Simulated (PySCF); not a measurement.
A PySCF script (with the pyscf-properties extension) for the NMR shieldings of `[CH3][Al]([NH]C)[CH2][SiH3]`, C$_{3}$H$_{12}$AlNSi, on a GFN2-xTB geometry:

```python
import basis_set_exchange as bse
import numpy as np
from pyscf import gto, dft
from pyscf.prop import nmr

atoms = """
C    -1.933686   -1.600945   -0.065219
N    -1.687757   -0.197977   -0.370235
Al   -0.246952    0.855649   -0.205326
C    -0.513782    2.767471   -0.695277
C     1.482659    0.095687    0.444584
Si    2.227405   -1.298785   -0.610642
H    -2.723777   -1.718722    0.684959
H    -1.018693   -2.038671    0.330454
H    -2.225693   -2.163557   -0.958696
H    -2.535459    0.223686   -0.741487
H    -1.143629    3.285449    0.034693
H     0.422568    3.329195   -0.758661
H    -1.016714    2.870970   -1.661732
H     2.218037    0.908139    0.511516
H     1.364149   -0.284960    1.466905
H     3.563665   -1.656710   -0.110647
H     2.361332   -0.862213   -2.006860
H     1.397566   -2.507393   -0.564746
"""
names = dict.fromkeys(["C", "N", "Al", "Si", "H"], "pcSseg-1")
basis = {el: gto.basis.parse(bse.get_basis(n, elements=[el], fmt="nwchem")) for el, n in names.items()}
mol = gto.M(atom=atoms, basis=basis, charge=0, verbose=0)
mf = dft.RKS(mol, xc="PBE0")
mf.grids.level = 2
mf.grids.alignment = dft.numint.BLKSIZE   # the property module wants whole blocks of grid points
mf.conv_tol = 1e-9
mf.kernel()

calc = nmr.RKS(mf)   # GIAO
C = mf.mo_coeff
Co = C[:, mf.mo_occ > 0]
resp = mf.gen_response(singlet=True, hermi=2)
def vind(x):   # induced exchange potential for any number of trial vectors
    d = np.einsum("pi,xij,qj->xpq", C, 2 * x.reshape(-1, C.shape[1], Co.shape[1]), Co, optimize=True)
    return np.einsum("xpq,pi,qj->xij", resp(d - d.transpose(0, 2, 1)), C, Co, optimize=True).ravel()
mo1, _ = nmr.rhf.solve_mo1(calc, with_cphf=vind)
sigma = calc.kernel(mo1)
for i, s in enumerate(sigma):   # ppm
    print("%2d %-2s %9.2f" % (i, mol.atom_pure_symbol(i), np.trace(s) / 3))
```

Q: What are the results?

A: 
```
 0 C     151.02
 1 N     198.72
 2 Al    343.61
 3 C     198.80
 4 C     202.85
 5 Si    425.73
 6 H      28.70
 7 H      28.64
 8 H      28.69
 9 H      30.14
10 H      31.95
11 H      32.07
12 H      32.00
13 H      32.19
14 H      32.02
15 H      27.41
16 H      27.67
17 H      27.56
```

These numbers come from an equivalent density-fitted implementation of the same equations, which agrees with the script to about 0.01 ppm for H and up to a few tenths of a ppm for heavy atoms, so last digits may differ.

Size and cost of the density-fitted run: 176 basis functions, 69 s wall time (62 s CPU) on 1 thread of an Intel Xeon, shared host; peak memory 0.81 GiB.
